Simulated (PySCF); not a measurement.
# Trend along group 12: MF cations

PBE0 with double-zeta basis sets in PySCF, for the lowest determinant that a PBE0 search found; no spin–orbit coupling. De refers to high-spin ground-configuration atoms (the charge goes to the atom of lower measured ionisation energy or higher electron affinity, which is not always the lowest computed limit). A positive dipole points towards F; it is taken about the centre of mass and depends on that origin.

```json
{"M": "Zn", "basis": "x2c-SVPall", "charged atom": "Zn+", "state (unpaired electrons)": "singlet (closed shell)", "Re (Å)": "1.721", "ωe (cm⁻¹)": "714", "De (eV)": "2.67", "μ (D)": "-5.83"}
{"M": "Cd", "basis": "cc-pVDZ-PP/cc-pVDZ", "charged atom": "Cd+", "state (unpaired electrons)": "singlet (closed shell)", "Re (Å)": "1.901", "ωe (cm⁻¹)": "632", "De (eV)": "2.21", "μ (D)": "-5.52"}
{"M": "Hg", "basis": "def2-SVP", "charged atom": "Hg+", "state (unpaired electrons)": "singlet (closed shell)", "Re (Å)": "1.929", "ωe (cm⁻¹)": "593", "De (eV)": "1.51", "μ (D)": "-3.74"}
```

The shortest bond is that of ZnF⁺ (1.721 Å), the longest that of HgF⁺ (1.929 Å). ZnF⁺ is bound most strongly (2.67 eV) and HgF⁺ least (1.51 eV).

The rows differ in basis set, which adds steps of its own.

Down a group the atoms grow and get heavier, so bonds lengthen and wavenumbers fall; this series shows no clear exception.

Spin–orbit coupling is left out, which matters for elements this heavy, above all for dissociation energies. For an ion De counts to the pair picked by the measured ionisation energies or electron affinities, which need not be the lowest pair at this level.
